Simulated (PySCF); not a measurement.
AlCl2, doublet, at a GFN2-xTB geometry (such geometries of metal compounds can be far from the true shape); R2SCAN/cc-pVDZ in PySCF.

PySCF was given this input:
```python
from pyscf import gto, scf, dft

mol = gto.Mole()
mol.atom = '''
    Al    0.00160221    0.63542259    0.02351302
    Cl    1.85128917   -0.24859337    0.01717242
    Cl   -1.85251440   -0.23731802   -0.03515296
'''
mol.basis = 'cc-pvdz'
mol.spin = 1
mol.verbose = 4
mol.build()

mf = dft.UKS(mol)
mf.xc = 'r2scan'
mf.grids.atom_grid = (99, 590)
mf.grids.prune = None
mf.kernel()
```

What the program printed (banner, timings and long lists left out):

```
PySCF version 2.14.0

[INPUT] verbose = 4
[INPUT] num. atoms = 3
[INPUT] num. electrons = 47
[INPUT] charge = 0
[INPUT] spin (= nelec alpha-beta = 2S) = 1
[INPUT] symmetry False subgroup None
[INPUT] Mole.unit = angstrom
[INPUT] Symbol           X                Y                Z      unit          X                Y                Z       unit  Magmom
[INPUT]  1 Al     0.001602210000   0.635422590000   0.023513020000 AA    0.003027738094   1.200774668462   0.044433168161 Bohr   0.0
[INPUT]  2 Cl     1.851289170000  -0.248593370000   0.017172420000 AA    3.498429508673  -0.469773385683   0.032451170696 Bohr   0.0
[INPUT]  3 Cl    -1.852514400000  -0.237318020000  -0.035152960000 AA   -3.500744857813  -0.448466062224  -0.066429466868 Bohr   0.0

nuclear repulsion = 155.377070911959
number of shells = 15
number of NR pGTOs = 123
number of NR cGTOs = 54
basis = cc-pvdz
ecp = {}

******** <class 'pyscf.dft.uks.UKS'> ********
method = UKS
initial guess = minao
damping factor = 0
level_shift factor = 0
DIIS = <class 'pyscf.scf.diis.CDIIS'>
diis_start_cycle = 1
diis_space = 8
diis_damp = 0
SCF conv_tol = 1e-09
SCF conv_tol_grad = None
SCF max_cycles = 50
direct_scf = True
direct_scf_tol = 1e-13
number electrons alpha = 24  beta = 23
XC library pyscf.dft.libxc version 7.1.2
    S. Lehtola, C. Steigemann, M. J. T. Oliveira, and M. A. L. Marques,  SoftwareX 7, 1–5 (2018)
XC functionals = r2scan
    J. W. Furness, A. D. Kaplan, J. Ning, J. P. Perdew, and J. Sun,  J. Phys. Chem. Lett. 11, 8208–8215 (2020)
    J. W. Furness, A. D. Kaplan, J. Ning, J. P. Perdew, and J. Sun,  J. Phys. Chem. Lett. 11, 9248–9248 (2020)
    J. W. Furness, A. D. Kaplan, J. Ning, J. P. Perdew, and J. Sun,  J. Phys. Chem. Lett. 11, 8208–8215 (2020)
    J. W. Furness, A. D. Kaplan, J. Ning, J. P. Perdew, and J. Sun,  J. Phys. Chem. Lett. 11, 9248–9248 (2020)
radial grids:
    Treutler-Ahlrichs [JCP 102, 346 (1995); DOI:10.1063/1.469408] (M4) radial grids

becke partition: Becke, JCP 88, 2547 (1988); DOI:10.1063/1.454033
pruning grids: None
grids dens level: 3
symmetrized grids: False
atomic radii adjust function: <function treutler_atomic_radii_adjust>
User specified grid scheme (99, 590)
small_rho_cutoff = 0
Set gradient conv threshold to 3.16228e-05
tot grids = 175232
init E= -1163.05956221223

cycle= 1 E= -1162.80372732387  delta_E= 0.256  |g|= 0.237  |ddm|= 1.19
cycle= 2 E= -1162.76151204462  delta_E= 0.0422  |g|= 0.35  |ddm|= 0.689
cycle= 3 E= -1162.84322370737  delta_E= -0.0817  |g|= 0.0313  |ddm|= 0.368
cycle= 4 E= -1162.84381583261  delta_E= -0.000592  |g|= 0.00901  |ddm|= 0.0451
cycle= 5 E= -1162.84387046375  delta_E= -5.46e-05  |g|= 0.000801  |ddm|= 0.0123
cycle= 6 E= -1162.84387097403  delta_E= -5.1e-07  |g|= 0.000391  |ddm|= 0.00195
cycle= 7 E= -1162.84387107792  delta_E= -1.04e-07  |g|= 6.31e-05  |ddm|= 0.000463
cycle= 8 E= -1162.84387108312  delta_E= -5.2e-09  |g|= 1.11e-05  |ddm|= 0.000127
cycle= 9 E= -1162.8438710833  delta_E= -1.8e-10  |g|= 2.16e-06  |ddm|= 2.79e-05
Extra cycle  E= -1162.8438710833  delta_E=    0  |g|= 2.66e-06  |ddm|= 8.15e-06
converged SCF energy = -1162.8438710833  <S^2> = 0.75266964  2S+1 = 2.0026679
```
